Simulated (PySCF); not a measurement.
**Polarisability and C₆ of Sr⁺ (strontium, charge +1)**

[Kr] 5s1, 2S determinant. All numbers are calculated (PySCF 2.14, scalar relativity by spin-free X2C-1e, in aug-cc-pVDZ-X2C (7s6p4d, 45 functions)). Coupled (time-dependent) response in atomic units; α is the mean over directions. A double-zeta set is small for polarisabilities.

```tsv
method	mean α (bohr³)	C₆ (like pair)	S(−4)
wB97M-V	121.1	1131	13040
```

S(−4) is the Cauchy moment in α(ω) = α(0) + S(−4) ω² + …

α(iu) at wB97M-V:

```json
{"u (hartree)": "0", "α(iu) (bohr³)": "121.1"}
{"u (hartree)": "0.0500", "α(iu) (bohr³)": "95.66"}
{"u (hartree)": "0.100", "α(iu) (bohr³)": "59.77"}
{"u (hartree)": "0.200", "α(iu) (bohr³)": "26.24"}
{"u (hartree)": "0.300", "α(iu) (bohr³)": "15.39"}
{"u (hartree)": "0.500", "α(iu) (bohr³)": "8.349"}
{"u (hartree)": "0.750", "α(iu) (bohr³)": "5.327"}
{"u (hartree)": "1.00", "α(iu) (bohr³)": "3.795"}
{"u (hartree)": "1.50", "α(iu) (bohr³)": "2.185"}
{"u (hartree)": "2.00", "α(iu) (bohr³)": "1.390"}
{"u (hartree)": "3.00", "α(iu) (bohr³)": "0.6861"}
{"u (hartree)": "5.00", "α(iu) (bohr³)": "0.2629"}
```

A single London oscillator, α(iu) = α/(1 + u²/ω²), gives C₆ = (3/4) ω α². Matching the computed C₆ needs ω = 4 × 1131 / (3 × 121.1²) = 0.103 hartree.

For an ion, C₆ is the dispersion term alone; charge-induced terms of lower order in 1/R come first.
